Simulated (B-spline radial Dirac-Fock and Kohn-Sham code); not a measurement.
**Dipole and non-dipole photoemission parameters of C 1s**

System: the free carbon atom, 1s2 2s2 2p2; threshold 284.2 eV (tabulated edge). Method: Dirac-Hartree-Slater photoionisation with a Latter tail; cross sections with all multipoles, angular parameters from the dipole term and its interference with E2. Computed with a radial B-spline solver.

Input of the calculation (task.json; shells as n, l, electrons):

```json
{"items": [{
  "Z": 6,
  "q": 0,
  "cfg": [[1, 0, 2], [2, 0, 2], [2, 1, 2]],
  "A": 12,
  "rrms": 2.4702,
  "do": "xps",
  "hv": [60, 81.0, 84.6, 95.7, 150, 200, 246.0, 285.0, 300, 326.0, 344.0, 452.0, 618.0, 622.0, 721.0, 805.0, 915.0, 1090.0, 1486.9, 2000, 2520.0, 2680.0, 2830.0, 6320.0, 9251.7, 9380.0, 10500.0, 12000, 12200.0, 13300.0],
  "edges": {"K": 284.2}
}]}
```

Run with: `python xray2_run.py task.json out`

For linearly polarised light dσ/dΩ = σ/(4π) [1 + β P₂(cos θ) + (δ + γ cos²θ) sin θ cos φ], with θ from the polarisation vector and φ the angle between the beam and the projection of the electron momentum on the plane normal to the polarisation.

```csv
hν (eV),σ (kb),β,γ
300,817,2.000,-0.010
326,702,2.000,0.041
344,632,2.000,0.069
452,332,2.000,0.191
618,151,2.000,0.323
622,148,2.000,0.326
721,101,2.000,0.389
805,74.7,2.000,0.439
915,?,?,?
1090,32.4,2.000,0.582
1486.9,13.5,2.000,0.741
2000,5.69,2.000,0.909
2520,2.87,2.000,1.053
2680,2.38,2.000,1.094
2830,2.02,2.000,1.131
6320,0.169,2.000,1.796
9251.7,0.0505,2.000,2.209
9380,0.0483,2.000,2.225
10500,0.0336,2.000,2.363
12000,0.0218,2.000,2.535
12200,0.0207,2.000,2.557
13300,0.0156,2.000,2.675
```

Q: Give the values at 915 eV.

A: σ = 52.7 kb, β = 2.000, γ = 0.498. For an s subshell δ is negligible.
